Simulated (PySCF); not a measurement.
Compound: C8H11 (doublet state).
Geometry (GFN2-xTB, Å), atoms numbered from 1 in this order:
```
atom  x, y, z in Å
C1    -1.7500   -1.0999   -0.9299
C2    -1.1183    0.1385   -0.2971
C3    -1.7054    0.3796    1.0982
C4     0.3651   -0.0162   -0.2286
C5     1.1366   -1.0575   -0.5209
C6     2.5374   -0.8023   -0.3284
C7     2.6593    0.4595    0.1092
C8     1.3034    1.0898    0.2287
H9    -1.5407   -1.9755   -0.3199
H10   -2.8283   -0.9808   -1.0114
H11   -1.3406   -1.2692   -1.9227
H12   -1.3517    1.0125   -0.9207
H13   -1.3349    1.3094    1.5235
H14   -2.7903    0.4379    1.0431
H15   -1.4374   -0.4384    1.7633
H16    3.3208   -1.5141   -0.5102
H17    3.5669    0.9786    0.3597
H18    1.2054    1.9749   -0.4018
H19    1.0930    1.3824    1.2587
```

The hyperfine couplings belong to this conformer and change with its torsions.

Identity: `CC(C)C1=[C]C=CC1` [radical].

Method: UKS B3LYP, pcH-1 on C H, non-relativistic, mean-field spin-orbit, GIAO (PySCF 2.14.0). The structure is a single GFN2-xTB conformer in the gas phase; no vibrational or solvent corrections. The geometry wasn't refined by DFT: couplings that depend on bond lengths, twists or pyramidal angles can differ widely from those at the functional's own minimum. No stability test was run, so a lower SCF solution isn't excluded.

**Question.** Match the computed a_iso(13C) values +420.3, +61.9, +54.7, +46.6, +22.8, +11.8, -2.4 MHz (means over equivalent nuclei) with the sites C1/C3; C2; C4; C5; C6; C7; C8.

**Answer.** 
```
 site  a_iso (MHz)  ρ(0) (bohr⁻³)                 position  distance from C5 (Å)  spin population  largest |T| (MHz)
C1/C3         -2.4        -0.0022          3 bonds from C5                  3.24             0.00                1.1
   C2        +11.8        +0.0105          2 bonds from C5                  2.56            +0.02                3.5
   C4        +22.8        +0.0203           1 bond from C5                  1.33            -0.14               22.6
   C5       +420.3        +0.3739  largest spin population                  0.00            +1.02              137.9
   C6        +46.6        +0.0415           1 bond from C5                  1.44            -0.03               15.1
   C7        +54.7        +0.0486          2 bonds from C5                  2.24            +0.05                4.4
   C8        +61.9        +0.0550          2 bonds from C5                  2.28            +0.07               12.3
```

ρ(0) is the spin density at the nucleus and T the dipolar tensor; entries for several nuclei are means. The Mulliken spin populations are largest on C5 (+1.02), C4 (-0.14) and C8 (+0.07). No atom but C5 exceeds +0.15. The positive populations add up to 1.17 and the negative ones to -0.17, together 2S = 1.

Nuclei that the bonding pattern makes equivalent are averaged, as if the motion that swaps them (rotation, inversion, ring flip) were fast. The 13C value of -2.4 MHz is a mean of couplings from -5.7 to 0.8 MHz in this one geometry, not an average over conformers.

Hardware: Intel Xeon at 2.60 GHz, one thread, no GPU, shared host. Cost: 84 s wall (with the writing of density and orbital grids), 1.1 GiB resident at most.
